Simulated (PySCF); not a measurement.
**Electronic absorption of C4H13NSi**

C4H13NSi.
Atom-mapped SMILES: `[CH3:1][CH2:2][CH2:3][N:4]([CH3:5])[SiH3:6]` (hydrogens: H7, H8, H9 on C1; H10, H11 on C2; H12, H13 on C3; H14, H15, H16 on C5; H17, H18, H19 on Si6)

Geometry (PBE0-D3(BJ)/def2-SVP, Å), atoms numbered from 1 in this order:
```
atom  x, y, z in Å
C1    -2.1000    0.6119   -0.0853
C2    -1.5315   -0.7617    0.2260
C3    -0.1206   -0.7109    0.8116
N4     0.8509   -0.0586   -0.0422
C5     1.2249   -0.7890   -1.2276
Si6    1.8030    1.2764    0.5210
H7    -1.4720    1.1376   -0.8205
H8    -2.1408    1.2408    0.8191
H9    -3.1198    0.5465   -0.4935
H10   -1.5311   -1.3827   -0.6864
H11   -2.1781   -1.2929    0.9450
H12   -0.1596   -0.1734    1.7749
H13    0.2106   -1.7425    1.0513
H14    0.3682   -0.9439   -1.9084
H15    1.6438   -1.7883   -0.9924
H16    1.9880   -0.2371   -1.7972
H17    2.2287    2.0889   -0.6601
H18    3.0551    0.9045    1.2683
H19    0.9606    2.0928    1.4462
```

Level of theory: TDDFT CAM-B3LYP/def2-SVPD, vertical, gas phase, core orbitals frozen in the response in PySCF 2.14.0, density-fitted response routines.

Q: List the vertical singlet excitations with oscillator strengths and describe the spectrum.

A: 

```json
{"state": "S1", "E (eV)": "5.76", "E (kJ/mol)": "556", "λ (nm)": "215.2", "f": "0.013", "main configurations (H = HOMO, L = LUMO)": "H→L (76%), H→L+1 (13%)"}
{"state": "S2", "E (eV)": "6.41", "E (kJ/mol)": "619", "λ (nm)": "193.4", "f": "0.024", "main configurations (H = HOMO, L = LUMO)": "H→L+1 (36%), H→L+2 (33%), H→L (16%)"}
{"state": "S3", "E (eV)": "6.60", "E (kJ/mol)": "637", "λ (nm)": "187.8", "f": "0.022", "main configurations (H = HOMO, L = LUMO)": "H→L+1 (29%), H→L+5 (24%), H→L+2 (22%)"}
{"state": "S4", "E (eV)": "6.85", "E (kJ/mol)": "660", "λ (nm)": "181.1", "f": "0.050", "main configurations (H = HOMO, L = LUMO)": "H→L+3 (66%), H→L+4 (14%)"}
{"state": "S5", "E (eV)": "7.00", "E (kJ/mol)": "676", "λ (nm)": "177.0", "f": "0.0031", "main configurations (H = HOMO, L = LUMO)": "H→L+5 (59%), H→L+2 (25%), H→L+1 (11%)"}
{"state": "S6", "E (eV)": "7.21", "E (kJ/mol)": "696", "λ (nm)": "172.0", "f": "0.014", "main configurations (H = HOMO, L = LUMO)": "H→L+4 (58%), H→L+3 (17%), H→L+5 (9%)"}
{"state": "S7", "E (eV)": "7.45", "E (kJ/mol)": "718", "λ (nm)": "166.5", "f": "0.022", "main configurations (H = HOMO, L = LUMO)": "H→L+6 (81%)"}
{"state": "S8", "E (eV)": "7.93", "E (kJ/mol)": "765", "λ (nm)": "156.3", "f": "0.0065", "main configurations (H = HOMO, L = LUMO)": "H→L+7 (75%), H→L+11 (10%)"}
{"state": "S9", "E (eV)": "8.22", "E (kJ/mol)": "793", "λ (nm)": "150.9", "f": "0.034", "main configurations (H = HOMO, L = LUMO)": "H→L+8 (61%), H→L+12 (10%)"}
{"state": "S10", "E (eV)": "8.45", "E (kJ/mol)": "815", "λ (nm)": "146.7", "f": "0.014", "main configurations (H = HOMO, L = LUMO)": "H→L+9 (54%), H→L+11 (15%), H→L+10 (11%)"}
```

Triplets, Tamm–Dancoff:

| state | E (eV) | λ (nm) | main configurations (H = HOMO, L = LUMO) |
| --- | --- | --- | --- |
| T1 | 5.58 | 222.3 | H→L (59%), H→L+1 (25%), H→L+2 (8%) |
| T2 | 6.16 | 201.3 | H→L+1 (38%), H→L (33%), H→L+2 (16%) |
| T3 | 6.44 | 192.5 | H→L+2 (32%), H→L+5 (29%), H→L+4 (18%) |
| T4 | 6.60 | 187.9 | H→L+3 (63%), H→L+6 (9%) |

The lowest singlet lies at 5.76 eV (215 nm, ultraviolet) and is weak; its leading configuration is HOMO→LUMO (76%). The strongest level in the table is S4 at 6.85 eV (181 nm, f = 0.050). Löwdin shares by element: HOMO nitrogen 52%, carbon 15% or more, silicon 8% (atoms not listed hold the other 24%); LUMO carbon 25% or more, silicon 23% (atoms not listed hold the other 52%). Of the 10 states listed, 8 reach f = 0.01 and none stays under 0.0005. Orbital energies (eV): HOMO-3 -10.89, HOMO-2 -10.82, HOMO-1 -10.56, HOMO -7.65, LUMO 1.17, LUMO+1 1.63, LUMO+2 1.83. Weighted by f, the mean energy of these states is 7.18 eV. No computed singlet lies in the visible range (380 to 750 nm); the lowest, at 215 nm, stands 2.50 eV above its violet end (3.26 eV). The vertical ionisation energy is 8.23 eV (ΔSCF), so S10 and higher lie in the continuum; a finite Gaussian basis only mimics such states. The window holds the lowest 10 singlets.

One conformer stands for the species.
